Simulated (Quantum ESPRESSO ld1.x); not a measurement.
The numbers below are computed, except where a source is named.
Q: The mean radii <r> (bohr) of the occupied orbitals of an atom or ion are listed with their occupations. Level of theory: scalar-relativistic Kohn-Sham, LDA (Slater exchange, Perdew-Zunger correlation), spin-polarised, spherical densities, point nucleus (ld1.x of Quantum ESPRESSO 7.5).

orbital  occ.      <r>
1s down     1  0.02233
1s up       1  0.02233
2s up       1  0.09518
2s down     1  0.09518
2p up       3  0.08393
2p down     3  0.08393
3s up       1   0.2500
3s down     1   0.2498
3p up       3   0.2484
3p down     3   0.2482
3d up       5   0.2262
3d down     5   0.2260
4s up       1   0.5646
4s down     1   0.5647
4p up       3   0.5969
4p down     3   0.5972
4d up       5   0.6473
4d down     5   0.6485
5s up       1    1.310
5s down     1    1.324
5p up       3    1.487
5p down     3    1.507
4f up       5   0.8154

Name the element and its charge. Open shells, if any, are filled with parallel spins first.

A: Z = 63, europium, charge +4: Eu4+ in [Xe] 4f5. The 1s radius gives Z: for a bare nucleus <r> = (2 gamma + 1)/(2Z) with gamma = sqrt(1 - (Z/c)^2), 0.02203 bohr for Z = 63, and screening makes it slightly larger (0.02233 here). The occupations add up to 59, and the charge is Z minus that.
